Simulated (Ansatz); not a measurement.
The same path of CH₅Ga (7 atoms, charge 0, multiplicity 1) was run twice with different band settings. Lost on the way: Ga1–C2, Ga1–H6. Made: C2–H6.

All numbers below come from RKS PBE0/def2-SVP (Ansatz).

Relaxed end points:

```xyz
7
Properties=species:S:1:pos:R:3
Ga 0.565 0.042 0.000
C 1.094 -0.039 1.893
H 0.243 -0.199 2.571
H 1.822 -0.853 2.045
H 1.603 0.895 2.181
H 1.666 0.273 -1.105
H -0.936 -0.119 -0.448
```

```xyz
7
Properties=species:S:1:pos:R:3
Ga -0.410 0.482 -1.170
C 1.593 -0.048 1.679
H 0.530 -0.294 1.532
H 2.043 -0.805 2.337
H 1.679 0.943 2.145
H 2.128 -0.044 0.719
H -1.506 -0.233 -0.104
```

Common settings: movable images 5; climbing image yes; optimiser quadratic models (default); start path through a guess of the saddle point; force threshold 0.05 eV/Å; iteration limit 60; end points relaxed.

| run | spring |
| --- | --- |
| 1 | 5.0 eV/Å² |
| 2 | 20.0 eV/Å² |

Q: What does each run give, and how far can it be trusted?

A: Run 1: converged after 17 iterations, highest image 2.773 eV above the first end. Neighbouring images differ by up to 2.1 eV, so the band resolves the path poorly. A vibrational analysis at the climbing image gives one clearly imaginary mode, 1236i cm⁻¹: a first-order saddle point.
Run 2: converged after 14 iterations, highest image 2.773 eV above the first end. Neighbouring images differ by up to 2.1 eV, so the band resolves the path poorly. Another band between the same ends (5 images) ends at a top of the same energy, where a vibrational analysis finds 1 clearly imaginary mode.
The orbitals stay closed-shell, which can raise the energy where a bond breaks towards radicals; this wasn't checked here.
